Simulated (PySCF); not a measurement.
C₃H₁₀Si, charge -1, doublet, at the geometry of the source list (a state made from the parent by changing its charge; the spin is typed, not shown lowest) (in this run its highest filled SCF level lies above zero, so its values depend strongly on the basis, on diffuse functions most of all), atoms displaced at random by about 0.03 Å a coordinate; TPSS/6-31G, gradient by finite differences in PySCF.

PySCF was given this input:
```python
from pyscf import gto, scf, dft

mol = gto.Mole()
mol.atom = '''
    Si    0.096895    0.238876    0.442256
    C    -0.971625    1.415976   -0.670360
    C     1.759376   -0.073543   -0.253200
    C    -0.865290   -1.407933    0.747139
    H     0.204848    0.859526    1.719369
    H    -1.029938    0.954133   -1.651505
    H    -1.893407    1.643269   -0.273020
    H    -0.442445    2.341500   -0.833107
    H     2.384126   -0.802316    0.293310
    H     1.709514   -0.576066   -1.263891
    H     2.357369    0.814095   -0.457528
    H    -1.017810   -1.926362   -0.271815
    H    -1.889151   -1.266117    1.059506
    H    -0.360908   -2.116889    1.294050
'''
mol.basis = '6-31g'
mol.charge = -1
mol.spin = 1
mol.verbose = 4
mol.build()

mf = dft.UKS(mol)
mf.xc = 'tpss'
mf.conv_tol = 1e-11
mf.kernel()
scan, done = mf.as_scanner(), []
scan.scf_summary = {}
def energy(d):
    c = mol.atom_coords()
    c[11, 1] += d
    e = scan(mol.set_geom_(c, unit='Bohr', inplace=False))
    done.append(scan.converged)
    return e
h = 0.2
fd = (energy(h) - energy(-h)) / (2 * h)
print('dE/dx =', fd)
```

The log (banner, timings and long lists left out):

```
PySCF version 2.14.0

[INPUT] verbose = 4
[INPUT] num. atoms = 14
[INPUT] num. electrons = 43
[INPUT] charge = -1
[INPUT] spin (= nelec alpha-beta = 2S) = 1
[INPUT] symmetry False subgroup None
[INPUT] Mole.unit = angstrom
[INPUT] Symbol           X                Y                Z      unit          X                Y                Z       unit  Magmom
[...]
nuclear repulsion = 173.880942634931
number of shells = 42
number of NR pGTOs = 152
number of NR cGTOs = 60
basis = 6-31g
ecp = {}

******** <class 'pyscf.dft.uks.UKS'> ********
method = UKS
initial guess = minao
damping factor = 0
level_shift factor = 0
DIIS = <class 'pyscf.scf.diis.CDIIS'>
diis_start_cycle = 1
diis_space = 8
diis_damp = 0
SCF conv_tol = 1e-11
SCF conv_tol_grad = None
SCF max_cycles = 50
direct_scf = True
direct_scf_tol = 1e-13
number electrons alpha = 22  beta = 21
XC library pyscf.dft.libxc version 7.1.2
    S. Lehtola, C. Steigemann, M. J. T. Oliveira, and M. A. L. Marques,  SoftwareX 7, 1–5 (2018)
XC functionals = tpss
    J. Tao, J. P. Perdew, V. N. Staroverov, and G. E. Scuseria,  Phys. Rev. Lett. 91, 146401 (2003)
    J. P. Perdew, J. Tao, V. N. Staroverov, and G. E. Scuseria,  J. Chem. Phys. 120, 6898 (2004)
    J. Tao, J. P. Perdew, V. N. Staroverov, and G. E. Scuseria,  Phys. Rev. Lett. 91, 146401 (2003)
    J. P. Perdew, J. Tao, V. N. Staroverov, and G. E. Scuseria,  J. Chem. Phys. 120, 6898 (2004)
radial grids:
    Treutler-Ahlrichs [JCP 102, 346 (1995); DOI:10.1063/1.469408] (M4) radial grids

becke partition: Becke, JCP 88, 2547 (1988); DOI:10.1063/1.454033
pruning grids: <function nwchem_prune>
grids dens level: 3
symmetrized grids: False
atomic radii adjust function: <function treutler_atomic_radii_adjust>
small_rho_cutoff = 0
Set gradient conv threshold to 3.16228e-06
tot grids = 159616
init E= -409.657352473629

cycle= 1 E= -409.487542154297  delta_E= 0.17  |g|= 0.547  |ddm|= 4.73
cycle= 2 E= -409.302346114185  delta_E= 0.185  |g|= 0.765  |ddm|= 10.8
cycle= 3 E= -409.654274391408  delta_E= -0.352  |g|= 0.112  |ddm|= 11.4
cycle= 4 E= -409.643769986836  delta_E= 0.0105  |g|= 0.156  |ddm|= 10.1
cycle= 5 E= -409.658178493252  delta_E= -0.0144  |g|= 0.0962  |ddm|=  8.9
cycle= 6 E= -409.663639963904  delta_E= -0.00546  |g|= 0.0577  |ddm|= 10.2
cycle= 7 E= -409.665049528811  delta_E= -0.00141  |g|= 0.0471  |ddm|= 7.24
cycle= 8 E= -409.667496150996  delta_E= -0.00245  |g|= 0.0231  |ddm|= 2.42
cycle= 9 E= -409.668236724752  delta_E= -0.000741  |g|= 0.00752  |ddm|= 0.743
cycle= 10 E= -409.668333053627  delta_E= -9.63e-05  |g|= 0.00611  |ddm|= 0.388
cycle= 11 E= -409.668367965896  delta_E= -3.49e-05  |g|= 0.00547  |ddm|= 0.224
cycle= 12 E= -409.668390732428  delta_E= -2.28e-05  |g|= 0.00431  |ddm|= 0.112
cycle= 13 E= -409.668397168666  delta_E= -6.44e-06  |g|= 0.00453  |ddm|= 0.185
cycle= 14 E= -409.668420015507  delta_E= -2.28e-05  |g|= 0.00249  |ddm|= 0.174
cycle= 15 E= -409.668429291398  delta_E= -9.28e-06  |g|= 0.000394  |ddm|= 0.168
cycle= 16 E= -409.668429522366  delta_E= -2.31e-07  |g|= 0.000125  |ddm|= 0.0344
cycle= 17 E= -409.668429488407  delta_E= 3.4e-08  |g|= 0.000199  |ddm|= 0.0153
cycle= 18 E= -409.668429536604  delta_E= -4.82e-08  |g|= 4.78e-05  |ddm|= 0.00846
cycle= 19 E= -409.668429538413  delta_E= -1.81e-09  |g|= 1.31e-05  |ddm|= 0.00211
cycle= 20 E= -409.66842953879  delta_E= -3.76e-10  |g|= 5.72e-06  |ddm|= 0.00129
cycle= 21 E= -409.668429538836  delta_E= -4.67e-11  |g|= 2.66e-06  |ddm|= 0.000525
cycle= 22 E= -409.668429538842  delta_E= -5.23e-12  |g|= 8.98e-07  |ddm|= 0.000187
Extra cycle  E= -409.668429538837  delta_E= 5.12e-12  |g|= 2.34e-06  |ddm|= 0.000135
converged SCF energy = -409.668429538837  <S^2> = 0.75086642  2S+1 = 2.0008662
Create scanner for <class 'pyscf.dft.uks.UKS'>

WARN: Mole.unit (angstrom) is changed to Bohr

New geometry
   1 Si     0.096895000000   0.238876000000   0.442256000000 AA    0.183105012840   0.451410217732   0.835742716946 Bohr
[...]
converged SCF energy = -409.668276526121  <S^2> = 0.75080494  2S+1 = 2.0008048
[...]
   6 H     -1.029938000000   0.954133000000  -1.651505000000 AA   -1.946300745282   1.803050056410  -3.120892143350 Bohr
   7 H     -1.893407000000   1.643269000000  -0.273020000000 AA   -3.578020672334   3.105328358988  -0.515933026529 Bohr
   8 H     -0.442445000000   2.341500000000  -0.833107000000 AA   -0.836099875183   4.424793720669  -1.574344062458 Bohr
   9 H      2.384126000000  -0.802316000000   0.293310000000 AA    4.505345186455  -1.516157505357   0.554275569596 Bohr
  10 H      1.709514000000  -0.576066000000  -1.263891000000 AA    3.230513266110  -1.088606969674  -2.388407841303 Bohr
  11 H      2.357369000000   0.814095000000  -0.457528000000 AA    4.454781784540   1.538416589378  -0.864602614320 Bohr
  12 H     -1.017810000000  -2.032197442184  -0.271815000000 AA   -1.923382146844  -3.840296596769  -0.513655906549 Bohr
  13 H     -1.889151000000  -1.266117000000   1.059506000000 AA   -3.569977997948  -2.392614371656   2.002176167333 Bohr
  14 H     -0.360908000000  -2.116889000000   1.294050000000 AA   -0.682017276165  -4.000340446104   2.445400091493 Bohr

******** <class 'pyscf.scf.hf.UKS_Scanner'> ********
method = UKS_Scanner
initial guess = minao
damping factor = 0
level_shift factor = 0
DIIS = <class 'pyscf.scf.diis.CDIIS'>
diis_start_cycle = 1
diis_space = 8
diis_damp = 0
SCF conv_tol = 1e-11
SCF conv_tol_grad = None
SCF max_cycles = 50
direct_scf = True
direct_scf_tol = 1e-13
number electrons alpha = 22  beta = 21
XC library pyscf.dft.libxc version 7.1.2
    S. Lehtola, C. Steigemann, M. J. T. Oliveira, and M. A. L. Marques,  SoftwareX 7, 1–5 (2018)
XC functionals = tpss
    J. Tao, J. P. Perdew, V. N. Staroverov, and G. E. Scuseria,  Phys. Rev. Lett. 91, 146401 (2003)
    J. P. Perdew, J. Tao, V. N. Staroverov, and G. E. Scuseria,  J. Chem. Phys. 120, 6898 (2004)
    J. Tao, J. P. Perdew, V. N. Staroverov, and G. E. Scuseria,  Phys. Rev. Lett. 91, 146401 (2003)
    J. P. Perdew, J. Tao, V. N. Staroverov, and G. E. Scuseria,  J. Chem. Phys. 120, 6898 (2004)
radial grids:
    Treutler-Ahlrichs [JCP 102, 346 (1995); DOI:10.1063/1.469408] (M4) radial grids

becke partition: Becke, JCP 88, 2547 (1988); DOI:10.1063/1.454033
pruning grids: <function nwchem_prune>
grids dens level: 3
symmetrized grids: False
atomic radii adjust function: <function treutler_atomic_radii_adjust>
small_rho_cutoff = 0
Set gradient conv threshold to 3.16228e-06
tot grids = 159616
init E= -409.647236002291
cycle= 1 E= -409.64252744085  delta_E= 0.00471  |g|= 0.131  |ddm|= 10.1
cycle= 2 E= -409.583999920096  delta_E= 0.0585  |g|= 0.316  |ddm|= 9.93
cycle= 3 E= -409.65516988912  delta_E= -0.0712  |g|= 0.0942  |ddm|= 1.96
cycle= 4 E= -409.667523540661  delta_E= -0.0124  |g|= 0.0179  |ddm|=  4.5
cycle= 5 E= -409.667772195755  delta_E= -0.000249  |g|= 0.00952  |ddm|= 0.229
cycle= 6 E= -409.667855985622  delta_E= -8.38e-05  |g|= 0.0041  |ddm|= 0.228
cycle= 7 E= -409.667866406484  delta_E= -1.04e-05  |g|= 0.00204  |ddm|= 0.018
cycle= 8 E= -409.66787039348  delta_E= -3.99e-06  |g|= 0.00065  |ddm|= 0.0529
cycle= 9 E= -409.667870810015  delta_E= -4.17e-07  |g|= 0.000228  |ddm|= 0.013
cycle= 10 E= -409.667870854493  delta_E= -4.45e-08  |g|= 0.000113  |ddm|= 0.0058
cycle= 11 E= -409.667870870388  delta_E= -1.59e-08  |g|= 4.48e-05  |ddm|= 0.00351
cycle= 12 E= -409.667870876218  delta_E= -5.83e-09  |g|= 2.62e-05  |ddm|= 0.00313
cycle= 13 E= -409.667870878333  delta_E= -2.12e-09  |g|= 1.57e-05  |ddm|= 0.00259
cycle= 14 E= -409.667870878959  delta_E= -6.26e-10  |g|= 3.01e-06  |ddm|= 0.0012
cycle= 15 E= -409.667870878995  delta_E= -3.64e-11  |g|= 1.54e-06  |ddm|= 0.000349
cycle= 16 E= -409.667870879003  delta_E= -7.73e-12  |g|= 9.62e-07  |ddm|= 0.000116
Extra cycle  E= -409.66787087899  delta_E= 1.36e-11  |g|= 3.22e-06  |ddm|= 0.000153
converged SCF energy = -409.66787087899  <S^2> = 0.75123156  2S+1 = 2.0012312
dE/dx = -0.0010141178290723474
```
